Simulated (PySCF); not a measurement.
C₃H₅ClSi, SMILES C#C[Si@@H](C)Cl. Heavy atoms are numbered as in [CH:1]#[C:2][Si@@H:3]([CH3:4])[Cl:5]. Hydrogens are named by the atom that carries them.

Geometry: B3LYP-D3(BJ)/def2-SVP. The structure was generated by enumeration; whether it is a known compound was not checked.

Calculation: PBE/def2-TZVP in PySCF.

Atomic charges (e), one atom of each kind:

```tsv
atom	Löwdin	meta-Löwdin
C1 (CH)	-0.08	-0.14
C2	-0.20	-0.29
Si3 (SiH)	-0.03	0.80
C4 (CH3)	-0.44	-0.60
Cl5	0.22	-0.29
H on C1	0.13	0.18
H on Si3	-0.02	-0.09
H on C4	0.14	0.14
```

Computed Mayer and Wiberg (Löwdin basis) orders of the bonds:
```csv
bond,Mayer,Wiberg
C1–C2,2.65,2.99
C2–Si3,1.04,1.16
Si3–C4,1.02,1.23
Si3–Cl5,1.16,1.77
```
